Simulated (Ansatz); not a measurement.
All values below come from frozen-core CCSD(T)/cc-pVDZ // B3LYP-D3(BJ)/def2-SVP (Ansatz, a quantum-chemistry and plane-wave program). The restricted HF reference is unstable towards unrestricted orbitals.

Ansatz 0.2 input:
```yaml
crystal:
  periodic: [false, false, false]
  atoms:
    - { symbol: F, position_ang: [3.492742, 0.783876, 0.600816] }
    - { symbol: C, position_ang: [2.89366, -0.179946, -0.118025] }
    - { symbol: F, position_ang: [3.348015, -1.36343, 0.326399] }
    - { symbol: F, position_ang: [3.316614, -0.046072, -1.388654] }
    - { symbol: C, position_ang: [1.390125, -0.089912, -0.029585] }
    - { symbol: C, position_ang: [0.61446, -1.245453, -0.167759] }
    - { symbol: C, position_ang: [-0.776273, -1.155379, -0.139132] }
    - { symbol: C, position_ang: [-1.390125, 0.089909, 0.029585] }
    - { symbol: C, position_ang: [-2.89366, 0.179947, 0.118024] }
    - { symbol: F, position_ang: [-3.492745, -0.783903, -0.600776] }
    - { symbol: F, position_ang: [-3.316611, 0.046126, 1.388661] }
    - { symbol: F, position_ang: [-3.348014, 1.363414, -0.326446] }
    - { symbol: C, position_ang: [-0.61446, 1.24545, 0.167759] }
    - { symbol: C, position_ang: [0.776273, 1.155377, 0.139133] }
    - { symbol: H, position_ang: [1.099693, -2.214272, -0.293848] }
    - { symbol: H, position_ang: [-1.387238, -2.05207, -0.251504] }
    - { symbol: H, position_ang: [-1.099693, 2.21427, 0.293849] }
    - { symbol: H, position_ang: [1.387238, 2.052067, 0.251506] }
basis:
  gaussian: { orbitals: cc-pVDZ }
correlation:
  method: ccsd_t
```

Output:

```
Functional definition: HF
1998 factors; integrals over basis functions are off by at most 9.7e-4 eV
mean field evaluation 1: about -24535.1980 eV, gradient 6.3e1 eV
mean field evaluation 2: about -24535.8104 eV, gradient 6.4e1 eV
mean field evaluation 4: about -24544.3223 eV, gradient 5.7e0 eV
mean field evaluation 8: about -24544.4413 eV, gradient 2.9e-1 eV
mean field evaluation 16: about -24535.1953 eV, gradient 6.3e1 eV
mean field -24544.44174209 eV, -901.9915972018 hartree, gradient 2.9e-6 eV, S^2 0.000000; 0 other end points of the search recorded, 0 dependent functions left out; unrestricted orbitals would lower it
14 core orbitals not correlated
reference -24544.44174209 eV, -901.9915972018 hartree; 39, 39 occupied and 163, 163 virtual orbitals, 1998 factors
second order -58.21919472 eV of doubles, -0.00000000 eV of singles
cycle   1  -57.73501923 eV  change    4.8e-1 eV  update   1.7e-1
cycle   2  -59.07239309 eV  change    -1.3e0 eV  update   5.1e-2
cycle   3  -59.39639041 eV  change   -3.2e-1 eV  update   2.4e-2
cycle   4  -59.38354161 eV  change    1.3e-2 eV  update   5.9e-3
cycle   5  -59.38055056 eV  change    3.0e-3 eV  update   2.8e-3
cycle   6  -59.38275480 eV  change   -2.2e-3 eV  update   7.9e-4
cycle   7  -59.38267938 eV  change    7.5e-5 eV  update   2.8e-4
cycle   8  -59.38247117 eV  change    2.1e-4 eV  update   7.8e-5
cycle   9  -59.38246067 eV  change    1.0e-5 eV  update   2.8e-5
perturbative correction -1.83951725 eV, -0.0676010120 hartree
Total energy: -24605.66372001 eV, -904.2414633926 hartree
```

Cost: around 26 core-minutes (rough).
